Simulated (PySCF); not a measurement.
TiCl3, SMILES [Cl][Ti]([Cl])[Cl] (connectivity only; charge and spin as stated), neutral, multiplicity 2.

Geometry: r2SCAN-D4/def2-SVP. The multiplicity is an assumed one; other spin states were not compared. The isomer is the one that the SMILES or the coordinates give; other isomers of the formula were not compared.

Computed with PySCF with M06-2X/def2-TZVPD.

Gas-phase values at a fixed geometry.

total energy: -2230.23040 hartree
point group: D3h
α spin, highest occupied and lowest empty level: -9.88 and -2.16 eV
β spin, highest occupied and lowest empty level: -10.81 and -2.63 eV
dipole moment: 0.00 D
quadrupole, principal values (traceless, Buckingham form, about the centre of nuclear charge): -3.22, -3.22, 6.44 D·Å
mean static polarisability: 74.2 bohr³ (10.99 Å³)
polarisability, principal values: 54.7, 83.9, 83.9 bohr³
⟨S²⟩: 0.754 (pure state 0.75)
